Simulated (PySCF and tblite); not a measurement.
Values are calculated unless marked as measured or tabulated.
hexadiynedinitrile, C6N2, numbered as in [N:1]#[C:2][C:3]#[C:4][C:5]#[C:6][C:7]#[N:8].

Classical Langevin dynamics with GFN2-xTB (tblite), gas phase: time step 1.5 fs, H mass 4 u, friction 0.005 fs⁻¹, 100 steps to settle and 8000 to sample, one trajectory a temperature from the lowest conformer.

GIAO shieldings at B97-D/pcSseg-1 (IEF-PCM, water) (PySCF) on 6 frames a temperature; like atoms are averaged, and of two unlike H on one atom a is the less shielded at the minimum.

**Question.** How far do thermal motions move the shieldings from their values at the minimum?

**Answer.** 
```json
{"signal": "N1/N8", "σ at minimum (ppm)": "-18.6", "Δσ, 300 K": "-6.6 ± 2.1"}
{"signal": "C2/C7", "σ at minimum (ppm)": "76.4", "Δσ, 300 K": "-0.9 ± 0.6"}
{"signal": "C3/C6", "σ at minimum (ppm)": "130.9", "Δσ, 300 K": "-4.7 ± 0.5"}
{"signal": "C4/C5", "σ at minimum (ppm)": "115.5", "Δσ, 300 K": "-4.6 ± 1.2"}
```

Errors are standard errors over frames. Zero-point motion is missing, and a reference compound would move too.

**Question.** What do the single frames at 300 K give for C2/C7?

**Answer.** 
```tsv
t (fs)	V above the minimum, tight binding (kcal/mol)	E above it, DFT (kcal/mol)	torsions (°)	σ (ppm)
1149	6.3	6.2	none	74.8
3150	4.3	6.7	none	78.1
5150	6.8	7.1	none	73.8
7150	6.9	8.7	none	75.9
9150	6.6	6.9	none	74.8
11151	7.0	9.6	none	75.7
```

Changes within two standard errors are not significant.
